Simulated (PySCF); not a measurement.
Compound: C7H13B.
Geometry (PBE0-D3(BJ)/def2-SVP, Å), atoms numbered from 1 in this order:
```
atom  x, y, z in Å
C1     3.2329    0.4041    0.4138
C2     2.1423   -0.1024   -0.1640
C3     0.7269    0.1196    0.2654
B4    -0.0901    1.1399   -0.6159
C5    -1.6515    1.0573   -0.6516
C6    -2.2464   -0.3030   -0.2854
C7    -1.5037   -0.9629    0.8713
C8    -0.0280   -1.1860    0.5593
H9     3.1616    1.0432    1.3003
H10    4.2338    0.2080    0.0203
H11    2.2698   -0.7450   -1.0463
H12    0.7534    0.7213    1.2066
H13    0.4894    2.0638   -1.1474
H14   -1.9361    1.8140    0.1147
H15   -2.0696    1.4647   -1.5872
H16   -2.1896   -0.9700   -1.1644
H17   -3.3193   -0.2139   -0.0469
H18   -1.5956   -0.3322    1.7754
H19   -1.9788   -1.9250    1.1233
H20    0.0544   -1.8497   -0.3214
H21    0.4636   -1.7254    1.3862
```

Theory: PBE0-D3(BJ)/def2-SVP geometry optimisation, gas phase (PySCF 2.14.0).

Take the most abundant isotopes and a rigid rotor. The values belong to one conformer with, in the numbering `[CH2:1]=[CH:2][C@H:3]1[BH:4][CH2:5][CH2:6][CH2:7][CH2:8]1`, C1–C2–C3–B4 103°, C2–C3–B4–C5 156°, C3–B4–C5–C6 -23°, B4–C5–C6–C7 40°, C5–C6–C7–C8 -59°.

**Question.** What are A, B and C (cm⁻¹)?

**Answer.** Ia = 121.44, Ib = 393.60, Ic = 477.50 u·Å²; 505379 MHz·u·Å²/I gives 4162, 1284 and 1058 MHz, that is A = 0.13882, B = 0.04283, C = 0.03530 cm⁻¹.

**Question.** Classify the top.

**Answer.** An asymmetric top; Ray's κ = -0.855.

**Question.** Is it planar, by Δ = Ic − Ia − Ib?

**Answer.** Not planar: Δ = Ic − Ia − Ib = -37.54 u·Å². For a rigid frame Δ = −2 Σ m c², so Σ m c² = 18.77 u·Å² lies off the ab plane: 13.01 from hydrogen and 5.76 from heavier atoms. The atom farthest from that plane is 1.52 Å away.

**Question.** List the rotational levels J(Ka,Kc) to J = 2 (cm⁻¹).

**Answer.** Above 0(0,0):
J = 1: 1(0,1) 0.0781, 1(1,1) 0.1741, 1(1,0) 0.1816
J = 2: 2(0,2) 0.2340, 2(1,2) 0.3229, 2(1,1) 0.3454, 2(2,1) 0.6334, 2(2,0) 0.6338
The levels of one J sum to (2J + 1)J(J + 1)(A + B + C)/3.

**Question.** Predict some low-J microwave lines.

**Answer.** The dipole components are |μa| = 0.88 D, |μb| = 0.32 D, |μc| = 0.15 D. Intensities carry the squares of the components, which stand as 1.00 : 0.13 : 0.03 (a : b : c). Some lines, for components of 0.1 D or more:

| type | branch | J(Ka,Kc) | MHz | lower level (cm⁻¹) |
| --- | --- | --- | --- | --- |
| a | Q | 2(1,1) ← 2(1,2) | 677 | 0.323 |
| a | Q | 3(1,2) ← 3(1,3) | 1353 | 0.546 |
| b | R | 2(0,2) ← 1(1,1) | 1794 | 0.174 |
| a | R | 2(1,1) ← 1(1,0) | 4910 | 0.182 |
| a | R | 3(1,3) ← 2(1,2) | 6681 | 0.323 |
| b | R | 2(1,2) ← 1(0,1) | 7337 | 0.078 |
| b | Q | 3(2,1) ← 3(1,2) | 8366 | 0.591 |
| b | Q | 2(2,0) ← 2(1,1) | 8646 | 0.345 |
| b | Q | 2(2,1) ← 2(1,2) | 9310 | 0.323 |
| b | R | 3(1,3) ← 2(0,2) | 9346 | 0.234 |
| b | R | 2(2,1) ← 1(1,0) | 13544 | 0.182 |
| c | R | 2(2,0) ← 1(1,0) | 13556 | 0.182 |
| c | Q | 3(3,1) ← 3(2,1) | 14897 | 0.870 |
| b | Q | 3(3,0) ← 3(2,1) | 14897 | 0.870 |
| b | Q | 3(3,1) ← 3(2,2) | 14960 | 0.868 |
| c | R | 3(3,0) ← 2(2,0) | 21975 | 0.634 |

Not checked by PBE0-D3(BJ)/def2-SVP frequencies. These are rigid-rotor constants of the computed structure; measured ground-state constants (B0) also hold zero-point vibration. Quadrupole hyperfine structure (11B) is left out.
